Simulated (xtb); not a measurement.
C6H16N2, singlet, geometry from GFN2-xTB; xtb 6.7.1 with GFN1-xTB.

Input for xtb:
```
$ xtb mol.xyz --gfn 1 --json

# file mol.xyz
24

C      2.41516844    -1.12686093     0.94830090
N      1.34850325    -0.29983269     0.42831183
C      1.86279536     0.91719718    -0.16197953
C      0.51292923    -1.05704265    -0.48430524
C     -0.67508306    -0.26642563    -1.04320054
N     -1.31094644     0.60636413    -0.07452281
C     -1.76272826    -0.10046876     1.10462197
C     -2.38765336     1.35143374    -0.68910597
H      2.98240896    -0.55579652     1.68182244
H      1.98931009    -1.99925753     1.44366294
H      3.10776160    -1.47689264     0.16450453
H      1.02829265     1.57379002    -0.39206355
H      2.44865870     0.73157661    -1.07729691
H      2.50409915     1.41518187     0.56354713
H      0.14390305    -1.92813636     0.06502865
H      1.09348761    -1.43575956    -1.34912948
H     -0.33552784     0.36413175    -1.87015395
H     -1.39196321    -1.00034081    -1.46254152
H     -0.89807506    -0.51097913     1.61872671
H     -2.25641400     0.60637660     1.76967255
H     -2.47077017    -0.91204615     0.86900461
H     -3.20237675     0.70466205    -1.05578897
H     -1.99863244     1.92317031    -1.53148044
H     -2.79963018     2.04760171     0.03997254
```

It wrote (shortened):

```
   ID    Z sym.   atoms
    1    6 C      1, 3-5, 7, 8
    2    7 N      2, 6
    3    1 H      9-24

           -------------------------------------------------
          |                Calculation Setup                |
           -------------------------------------------------

           -------------------------------------------------
          |                 G F N 1 - x T B                 |
           -------------------------------------------------

          ...................................................
          :                      SETUP                      :
          :.................................................:
          :  # basis functions                  64          :
          :  # atomic orbitals                  64          :
          :  # shells                           48          :
          :  # electrons                        50          :
          :  # halogen bonds                     0          :
          :  max. iterations                   250          :
          :  Hamiltonian                  GFN1-xTB          :
          :  restarted?                      false          :
          :  GBSA solvation                  false          :
          :  PC potential                    false          :
          :  electronic temp.          300.0000000     K    :
          :  accuracy                    1.0000000          :
          :  -> integral cutoff          0.2500000E+02      :
          :  -> integral neglect         0.1000000E-07      :
          :  -> SCF convergence          0.1000000E-05 Eh   :
          :  -> wf. convergence          0.2000000E-04 e    :
          :  Broyden damping             0.4000000          :
          :  net charge                          0          :
          :  unpaired electrons                  0          :
          ...................................................

 iter      E             dE          RMSdq      gap      omega  full diag
   1    -27.9517955 -0.279518E+02  0.734E+00    6.10       0.0  T
   2    -27.9954519 -0.436565E-01  0.448E+00    6.69       1.0  T
   3    -27.9960013 -0.549364E-03  0.606E-01    6.87       1.0  T
   4    -27.9984100 -0.240870E-02  0.598E-02    6.78       1.0  T
   5    -27.9984450 -0.350045E-04  0.375E-03    6.79       5.4  T
   6    -27.9984451 -0.115960E-06  0.104E-03    6.79      19.7  T
   7    -27.9984451 -0.919884E-08  0.102E-04    6.79     199.7  T
   8    -27.9984451 -0.813003E-10  0.104E-05    6.79    1972.1  T

   *** convergence criteria satisfied after 8 iterations ***

         :::::::::::::::::::::::::::::::::::::::::::::::::::::
         ::                     SUMMARY                     ::
         :::::::::::::::::::::::::::::::::::::::::::::::::::::
         :: total energy             -27.678197357796 Eh    ::
         :: gradient norm              0.035021288570 Eh/a0 ::
         :: HOMO-LUMO gap              6.788454939568 eV    ::
         ::.................................................::
         :: SCC energy               -27.998445145750 Eh    ::
         :: -> electrostatic           0.028295474234 Eh    ::
         :: repulsion energy           0.330676199155 Eh    ::
         :: dispersion energy         -0.010428411201 Eh    ::
         :: halogen bond corr.         0.000000000000 Eh    ::
         :: add. restraining           0.000000000000 Eh    ::
         :: total charge               0.000000000000 e     ::
         :::::::::::::::::::::::::::::::::::::::::::::::::::::

           -------------------------------------------------
          |                Property Printout                |
           -------------------------------------------------

    * Orbital Energies and Occupations

         #    Occupation            Energy/Eh            Energy/eV
      -------------------------------------------------------------
         1        2.0000           -0.7503244             -20.4174
[...]
      -------------------------------------------------------------
                  HL-Gap            0.2494711 Eh            6.7885 eV
             Fermi-level           -0.2533101 Eh           -6.8929 eV

  Mulliken/CM5 charges         n(s)   n(p)   n(d)
     1C     0.05654 -0.03244   0.984  2.960  0.000
     2N    -0.32701 -0.61132   1.478  3.849  0.000
     3C     0.05515 -0.03304   0.982  2.962  0.000
     4C     0.08187  0.03741   1.011  2.907  0.000
     5C     0.08187  0.03741   1.011  2.907  0.000
     6N    -0.32701 -0.61132   1.478  3.849  0.000
     7C     0.05515 -0.03304   0.982  2.962  0.000
     8C     0.05654 -0.03244   0.984  2.960  0.000
     9H     0.02247  0.08485   0.978  0.000  0.000
    10H     0.02022  0.08240   0.980  0.000  0.000
    11H     0.00949  0.06893   0.991  0.000  0.000
    12H     0.02877  0.09688   0.971  0.000  0.000
    13H     0.00705  0.06688   0.993  0.000  0.000
    14H     0.02053  0.08327   0.979  0.000  0.000
    15H     0.01798  0.08612   0.982  0.000  0.000
    16H     0.00694  0.07008   0.993  0.000  0.000
    17H     0.01798  0.08612   0.982  0.000  0.000
    18H     0.00694  0.07008   0.993  0.000  0.000
    19H     0.02877  0.09688   0.971  0.000  0.000
    20H     0.02053  0.08327   0.979  0.000  0.000
    21H     0.00705  0.06688   0.993  0.000  0.000
    22H     0.00949  0.06893   0.991  0.000  0.000
    23H     0.02022  0.08240   0.980  0.000  0.000
    24H     0.02247  0.08485   0.978  0.000  0.000

Wiberg/Mayer (AO) data.
largest (>0.10) Wiberg bond orders for each atom

 ---------------------------------------------------------------------------
     #   Z sym  total        # sym  WBO       # sym  WBO       # sym  WBO
 ---------------------------------------------------------------------------
     1   6 C    3.980 --     2 N    0.989    10 H    0.986     9 H    0.986
                            11 H    0.979
     2   7 N    3.053 --     1 C    0.989     3 C    0.987     4 C    0.981
     3   6 C    3.978 --     2 N    0.987    14 H    0.987    12 H    0.983
                            13 H    0.980
     4   6 C    3.980 --     5 C    0.997     2 N    0.981    15 H    0.978
                            16 H    0.970
     5   6 C    3.980 --     4 C    0.997     6 N    0.981    17 H    0.978
                            18 H    0.970
     6   7 N    3.053 --     8 C    0.989     7 C    0.987     5 C    0.981
     7   6 C    3.978 --     6 N    0.987    20 H    0.987    19 H    0.983
                            21 H    0.980
     8   6 C    3.980 --     6 N    0.989    23 H    0.986    24 H    0.986
                            22 H    0.979
     9   1 H    1.014 --     1 C    0.986
    10   1 H    1.013 --     1 C    0.986
    11   1 H    1.003 --     1 C    0.979
    12   1 H    1.022 --     3 C    0.983
    13   1 H    1.002 --     3 C    0.980
    14   1 H    1.013 --     3 C    0.987
    15   1 H    1.016 --     4 C    0.978
    16   1 H    1.005 --     4 C    0.970
    17   1 H    1.016 --     5 C    0.978
    18   1 H    1.005 --     5 C    0.970
    19   1 H    1.022 --     7 C    0.983
    20   1 H    1.013 --     7 C    0.987
    21   1 H    1.002 --     7 C    0.980
    22   1 H    1.003 --     8 C    0.979
    23   1 H    1.013 --     8 C    0.986
    24   1 H    1.014 --     8 C    0.986
 ---------------------------------------------------------------------------

Topologies differ in total number of bonds
Writing topology from bond orders to xtbtopo.mol

 dipole moment from electron density (au)
     X       Y       Z
  -0.0573  -0.4675  -0.5395  total (Debye):    1.820

           -------------------------------------------------
          | TOTAL ENERGY              -27.678197357796 Eh   |
          | GRADIENT NORM               0.035021288570 Eh/α |
          | HOMO-LUMO GAP               6.788454939568 eV   |
           -------------------------------------------------

normal termination of xtb
```
